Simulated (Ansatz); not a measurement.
SnH3(NEt2) (C4H13NSn). Total charge 0; singlet. Geometry PBE-D4/def2-SVP; atoms count from 1.

```xyz
19

C    -0.740    1.033    0.145
C    -1.580    0.914   -1.136
C     0.236   -1.238    0.358
C    -0.315   -1.628    1.736
N     0.455    0.199    0.213
Sn    2.106    0.817   -0.874
H     2.258    2.503   -0.532
H     3.420   -0.121   -0.259
H     1.984    0.573   -2.597
H    -0.432    2.094    0.282
H    -1.387    0.806    1.024
H    -0.996    1.217   -2.031
H    -1.930   -0.125   -1.304
H    -2.480    1.562   -1.086
H    -0.437   -1.659   -0.434
H     1.211   -1.753    0.216
H     0.354   -1.259    2.540
H    -1.325   -1.207    1.917
H    -0.401   -2.730    1.824
```

In the def2 sets Sn takes a core potential; there is no spin–orbit coupling. Another isomer (singlet) lies 0.63 eV lower at PBE0-D4/def2-TZVP; other spin states weren't run for this one.

Question: Estimate the Mulliken populations from the PBE0/def2-TZVP orbitals of Ansatz.

Answer: 
```csv
atom,charge (e)
C1,-0.14
C2,-0.37
C3,-0.11
C4,-0.36
N5,-0.37
Sn6,0.41
H7,-0.06
H8,-0.05
H9,-0.06
H10,0.11
H11,0.10
H12,0.12
H13,0.12
H14,0.12
H15,0.09
H16,0.10
H17,0.12
H18,0.12
H19,0.12
```
Mulliken values and Mayer orders depend strongly on the basis.

Question: And the Mayer bond orders between bonded heavy atoms (over 0.3)?

Answer: C1–C2 0.99 (1.54 Å); C1–N5 1.01 (1.46 Å); C3–C4 1.01 (1.53 Å); C3–N5 0.99 (1.46 Å); N5–Sn6 0.92 (2.07 Å).
